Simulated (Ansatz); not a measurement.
`[CH3][InH][CH2]F` and `[BH2][InH][CH2]F` differ in one atom or group.

Ansatz, PBE0-D4/def2-TZVP geometries, multiplicity 1. Each molecule was computed in one conformer, which needn't be the lowest.

Elements past krypton have def2 core potentials.

```tsv
property	`[CH3][InH][CH2]F`
size of the dipole moment (B3LYP/def2-TZVPP) / D	1.20
HOMO–LUMO gap (PBE/def2-TZVPP) / eV	3.66
HOMO energy (PBE/def2-TZVPP) / eV	-5.81
size of the dipole moment (ωB97M-V/def2-TZVPP) / D	1.27
HOMO energy (ωB97M-V/def2-TZVPP) / eV	-9.28
LUMO energy (ωB97M-V/def2-TZVPP) / eV	-0.02
```

(1) Give the same properties after the change, and the shifts. (Best estimate.)

Answers

(1) The calculation gave: 
| property | `[BH2][InH][CH2]F` | shift |
| --- | --- | --- |
| size of the dipole moment (B3LYP/def2-TZVPP) / D | 1.19 | -0.01 |
| HOMO–LUMO gap (PBE/def2-TZVPP) / eV | 2.56 | -1.10 |
| HOMO energy (PBE/def2-TZVPP) / eV | -5.85 | -0.04 |
| size of the dipole moment (ωB97M-V/def2-TZVPP) / D | 1.26 | -0.01 |
| HOMO energy (ωB97M-V/def2-TZVPP) / eV | -9.16 | 0.12 |
| LUMO energy (ωB97M-V/def2-TZVPP) / eV | -0.44 | -0.42 |

With PBE0 the HOMO rises by 0.06 eV and the LUMO falls by 0.90 eV, so the gap narrows by about 0.96 eV. PBE moves the HOMO by -0.04 eV and ωB97M-V by 0.12 eV. Dipoles are sizes alone; their direction can turn.

B3LYP here is the variant with VWN-RPA as its local correlation; programs differ in this.
